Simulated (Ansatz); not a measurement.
A short molecular-dynamics run on Li6N2 (the lowest singlet isomer of a short search).

```yaml
crystal:
  periodic: [false, false, false]
  atoms:
    - {symbol: Li, position_ang: [-1.215542, -0.416958, -0.583428]}
    - {symbol: Li, position_ang: [0.758590, -1.917942, -2.487534]}
    - {symbol: Li, position_ang: [1.244137, 0.461716, -0.497004]}
    - {symbol: Li, position_ang: [-0.845378, 2.403202, -0.422199]}
    - {symbol: Li, position_ang: [0.669018, -1.936869, 0.645565]}
    - {symbol: Li, position_ang: [-0.338407, 0.736377, 2.198113]}
    - {symbol: N, position_ang: [0.087726, -0.311240, 0.769154]}
    - {symbol: N, position_ang: [-0.360134, 0.981714, 0.377332]}
basis:
  gaussian: {orbitals: def2-SVP}
hamiltonian: {xc: {name: PBE}}
md: {timestep: 1 fs, n_steps: 15, ensemble: nvt_nose_hoover, temperature: 300, initial_velocities: maxwell_boltzmann, seed: 423}
scf: {omitted_lower_state_checks: [starts]}
```

```sh
$ ansatz run in.yaml --threads 4 --pin off --events-out ev --progress --plain --max-ram 3916MiB
```

```csv
step,time (fs),potential energy (eV),kinetic (eV),T (K),conserved (eV)
0,0.0,-4198.6158,0.2327,300,-4198.3831
1,1.0,-4198.6129,0.2297,296,-4198.3831
2,2.0,-4198.6076,0.2245,289,-4198.3831
3,3.0,-4198.6003,0.2172,280,-4198.3831
4,4.0,-4198.5913,0.2082,268,-4198.3831
5,5.0,-4198.5810,0.1980,255,-4198.3830
6,6.0,-4198.5700,0.1871,241,-4198.3830
7,7.0,-4198.5589,0.1760,227,-4198.3830
8,8.0,-4198.5482,0.1654,213,-4198.3829
9,9.0,-4198.5384,0.1556,201,-4198.3829
10,10.0,-4198.5298,0.1470,190,-4198.3829
11,11.0,-4198.5226,0.1399,180,-4198.3829
12,12.0,-4198.5170,0.1344,173,-4198.3829
13,13.0,-4198.5130,0.1304,168,-4198.3829
14,14.0,-4198.5103,0.1278,165,-4198.3829
15,15.0,-4198.5087,0.1263,163,-4198.3829
```

Velocities are drawn at the set temperature; a run this short doesn't reach equilibrium.

The restricted singlet is unstable towards broken spin symmetry in Hartree–Fock (as tested in another run); at RKS PBE/def2-SVP this wasn't settled.

Frames (Å, forces in eV/Å):

```xyz
8
time=0.0 fs
Li   -1.216   -0.417   -0.583   -0.106   -0.052   -0.085
Li    0.759   -1.918   -2.488    0.001    0.002    0.028
Li    1.244    0.462   -0.497    0.118    0.025   -0.081
Li   -0.845    2.403   -0.422   -0.002    0.014    0.016
Li    0.669   -1.937    0.646    0.013   -0.031   -0.004
Li   -0.338    0.736    2.198   -0.020    0.042    0.125
N     0.088   -0.311    0.769   -0.013    0.038   -0.010
N    -0.360    0.982    0.377    0.010   -0.038    0.011
8
time=1.0 fs
Li   -1.220   -0.409   -0.583   -0.099   -0.080   -0.088
Li    0.758   -1.917   -2.489   -0.001    0.004    0.036
Li    1.242    0.463   -0.497    0.134    0.039   -0.104
Li   -0.842    2.400   -0.422   -0.022    0.057    0.000
Li    0.671   -1.936    0.661    0.012   -0.029   -0.026
Li   -0.339    0.728    2.189   -0.029    0.060    0.232
N     0.092   -0.311    0.763   -0.045   -0.022    0.009
N    -0.363    0.981    0.381    0.051   -0.029   -0.059
8
time=2.0 fs
Li   -1.225   -0.402   -0.583   -0.092   -0.107   -0.090
Li    0.757   -1.917   -2.490   -0.003    0.007    0.044
Li    1.241    0.464   -0.496    0.149    0.053   -0.126
Li   -0.838    2.397   -0.421   -0.042    0.099   -0.016
Li    0.673   -1.934    0.676    0.011   -0.027   -0.048
Li   -0.339    0.720    2.181   -0.039    0.076    0.338
N     0.096   -0.310    0.757   -0.078   -0.081    0.028
N    -0.366    0.981    0.384    0.093   -0.021   -0.130
8
time=3.0 fs
Li   -1.230   -0.394   -0.583   -0.084   -0.133   -0.092
Li    0.756   -1.916   -2.491   -0.004    0.010    0.051
Li    1.240    0.466   -0.496    0.164    0.068   -0.147
Li   -0.834    2.394   -0.421   -0.061    0.140   -0.032
Li    0.675   -1.933    0.691    0.010   -0.023   -0.069
Li   -0.340    0.712    2.173   -0.047    0.090    0.441
N     0.099   -0.309    0.750   -0.111   -0.139    0.048
N    -0.369    0.981    0.387    0.134   -0.014   -0.200
8
time=4.0 fs
Li   -1.235   -0.387   -0.583   -0.075   -0.158   -0.092
Li    0.755   -1.916   -2.492   -0.006    0.013    0.058
Li    1.239    0.467   -0.496    0.177    0.082   -0.167
Li   -0.830    2.392   -0.421   -0.080    0.181   -0.047
Li    0.678   -1.932    0.706    0.009   -0.018   -0.090
Li   -0.340    0.704    2.165   -0.055    0.101    0.539
N     0.103   -0.309    0.744   -0.146   -0.192    0.068
N    -0.372    0.980    0.390    0.175   -0.008   -0.268
8
time=5.0 fs
Li   -1.240   -0.380   -0.583   -0.065   -0.182   -0.092
Li    0.754   -1.915   -2.493   -0.007    0.016    0.064
Li    1.238    0.469   -0.497    0.189    0.096   -0.186
Li   -0.827    2.389   -0.420   -0.097    0.218   -0.061
Li    0.680   -1.931    0.720    0.008   -0.014   -0.110
Li   -0.341    0.696    2.159   -0.062    0.110    0.628
N     0.107   -0.308    0.738   -0.181   -0.240    0.088
N    -0.375    0.980    0.392    0.215   -0.004   -0.332
8
time=6.0 fs
Li   -1.245   -0.373   -0.584   -0.055   -0.204   -0.091
Li    0.753   -1.914   -2.494   -0.009    0.018    0.071
Li    1.237    0.471   -0.497    0.199    0.108   -0.203
Li   -0.823    2.387   -0.420   -0.113    0.253   -0.073
Li    0.682   -1.930    0.735    0.007   -0.009   -0.130
Li   -0.342    0.688    2.153   -0.067    0.115    0.706
N     0.110   -0.308    0.732   -0.217   -0.279    0.110
N    -0.377    0.979    0.395    0.255   -0.002   -0.389
8
time=7.0 fs
Li   -1.251   -0.367   -0.584   -0.044   -0.224   -0.089
Li    0.752   -1.914   -2.495   -0.010    0.021    0.077
Li    1.237    0.473   -0.498    0.207    0.120   -0.217
Li   -0.820    2.385   -0.420   -0.127    0.284   -0.084
Li    0.684   -1.929    0.749    0.006   -0.006   -0.149
Li   -0.343    0.680    2.148   -0.071    0.118    0.769
N     0.114   -0.308    0.726   -0.253   -0.310    0.132
N    -0.380    0.979    0.397    0.292   -0.003   -0.439
8
time=8.0 fs
Li   -1.256   -0.361   -0.585   -0.032   -0.243   -0.087
Li    0.750   -1.913   -2.495   -0.012    0.024    0.082
Li    1.237    0.475   -0.499    0.213    0.130   -0.229
Li   -0.817    2.384   -0.420   -0.140    0.311   -0.093
Li    0.686   -1.927    0.764    0.006   -0.002   -0.167
Li   -0.344    0.673    2.145   -0.073    0.117    0.816
N     0.117   -0.308    0.720   -0.290   -0.330    0.156
N    -0.382    0.978    0.399    0.328   -0.006   -0.478
8
time=9.0 fs
Li   -1.262   -0.355   -0.586   -0.020   -0.260   -0.084
Li    0.749   -1.912   -2.496   -0.013    0.026    0.087
Li    1.237    0.477   -0.501    0.215    0.137   -0.237
Li   -0.814    2.383   -0.420   -0.150    0.332   -0.100
Li    0.688   -1.926    0.778    0.006    0.000   -0.184
Li   -0.345    0.666    2.142   -0.074    0.114    0.845
N     0.120   -0.309    0.714   -0.326   -0.339    0.180
N    -0.384    0.978    0.401    0.362   -0.011   -0.507
8
time=10.0 fs
Li   -1.267   -0.349   -0.587   -0.007   -0.275   -0.080
Li    0.748   -1.912   -2.496   -0.014    0.028    0.092
Li    1.238    0.480   -0.502    0.215    0.143   -0.241
Li   -0.812    2.383   -0.421   -0.159    0.348   -0.104
Li    0.691   -1.925    0.792    0.006    0.001   -0.201
Li   -0.346    0.658    2.141   -0.073    0.110    0.855
N     0.123   -0.309    0.709   -0.362   -0.338    0.204
N    -0.385    0.978    0.402    0.394   -0.018   -0.524
8
time=11.0 fs
Li   -1.272   -0.344   -0.588    0.006   -0.288   -0.076
Li    0.747   -1.911   -2.497   -0.015    0.030    0.097
Li    1.239    0.482   -0.505    0.212    0.146   -0.242
Li   -0.809    2.383   -0.421   -0.165    0.358   -0.106
Li    0.693   -1.924    0.805    0.006    0.002   -0.217
Li   -0.347    0.651    2.140   -0.070    0.103    0.845
N     0.126   -0.310    0.703   -0.396   -0.325    0.228
N    -0.387    0.977    0.403    0.422   -0.026   -0.529
8
time=12.0 fs
Li   -1.278   -0.340   -0.589    0.019   -0.299   -0.071
Li    0.746   -1.910   -2.497   -0.017    0.033    0.102
Li    1.240    0.485   -0.507    0.206    0.146   -0.239
Li   -0.807    2.383   -0.422   -0.168    0.361   -0.104
Li    0.695   -1.923    0.818    0.007    0.002   -0.232
Li   -0.349    0.645    2.141   -0.066    0.096    0.816
N     0.128   -0.311    0.698   -0.428   -0.303    0.253
N    -0.388    0.977    0.403    0.447   -0.036   -0.523
8
time=13.0 fs
Li   -1.283   -0.335   -0.590    0.032   -0.308   -0.066
Li    0.745   -1.909   -2.497   -0.018    0.035    0.106
Li    1.241    0.488   -0.510    0.196    0.144   -0.233
Li   -0.805    2.384   -0.422   -0.170    0.358   -0.100
Li    0.697   -1.922    0.831    0.007    0.000   -0.246
Li   -0.350    0.638    2.143   -0.060    0.088    0.769
N     0.130   -0.313    0.692   -0.457   -0.272    0.276
N    -0.389    0.976    0.404    0.468   -0.045   -0.506
8
time=14.0 fs
Li   -1.289   -0.332   -0.591    0.046   -0.314   -0.060
Li    0.744   -1.908   -2.497   -0.019    0.036    0.110
Li    1.243    0.492   -0.513    0.184    0.138   -0.222
Li   -0.803    2.386   -0.423   -0.168    0.348   -0.092
Li    0.700   -1.921    0.844    0.008   -0.001   -0.260
Li   -0.352    0.631    2.147   -0.053    0.079    0.706
N     0.131   -0.314    0.687   -0.483   -0.233    0.298
N    -0.389    0.976    0.403    0.485   -0.054   -0.480
8
time=15.0 fs
Li   -1.294   -0.328   -0.593    0.059   -0.319   -0.054
Li    0.743   -1.907   -2.496   -0.019    0.038    0.114
Li    1.245    0.495   -0.516    0.168    0.130   -0.208
Li   -0.802    2.388   -0.424   -0.165    0.331   -0.081
Li    0.702   -1.920    0.856    0.008   -0.003   -0.272
Li   -0.353    0.625    2.151   -0.045    0.072    0.631
N     0.133   -0.316    0.682   -0.504   -0.188    0.317
N    -0.389    0.975    0.403    0.497   -0.061   -0.446
```

Run time 17 s (4 threads of Arm Neoverse V2 on a shared host).
